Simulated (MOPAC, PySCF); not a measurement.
H10Ge4S2, SMILES `[GeH2]([SH])[GeH2][GeH2][GeH2][SH]`, neutral singlet in the gas phase. 

Cartesian coordinates (Å):
```xyz
16

S     -3.2708     1.7712     0.0347
Ge    -3.0485    -0.4663     0.2446
Ge    -0.7052    -1.1004    -0.0181
Ge    -0.3671    -3.5206     0.0874
Ge     1.9745    -4.1581    -0.1823
S      2.1933    -6.3964     0.0252
H     -2.7108     1.8152    -1.1970
H     -3.5626    -0.7649     1.6672
H     -3.9437    -1.1981    -0.7823
H      0.1302    -0.4067     1.0805
H     -0.2090    -0.5761    -1.3861
H     -0.8592    -4.0438     1.4573
H     -1.2066    -4.2146    -1.0080
H      2.8741    -3.4286     0.8425
H      2.4849    -3.8594    -1.6063
H      1.6369    -6.4403     1.2582
```
Charge 0, multiplicity 1.

All levels are single points at this geometry (B3LYP-D3(BJ)/def2-SVP); Pople sets use spherical d functions. Orbital energies aren't observables, and empty levels follow the basis.

| level | HOMO (eV) | LUMO (eV) | gap (eV) | dipole (D) | vertical IE, Delta-SCF (eV) |
|---|---|---|---|---|---|
| B3LYP-D3(BJ)/def2-TZVP in PySCF | -6.72 | -1.52 | 5.20 | 0.00 | 8.24 |
| r2SCAN-D4/def2-TZVP in PySCF | -6.12 | -1.91 | 4.21 | 0.00 | 8.06 |
| PBE/6-31G* in PySCF | -5.73 | -2.00 | 3.73 | 0.01 | 7.78 |
| HF/3-21G in PySCF | -9.46 | 1.51 | 10.97 | 0.01 | – |
| HF/6-31G* in PySCF | -9.31 | 1.81 | 11.12 | 0.01 | 8.57 |
| PM7 in MOPAC | -9.29 | -3.45 | 5.85 | 0.01 | – |
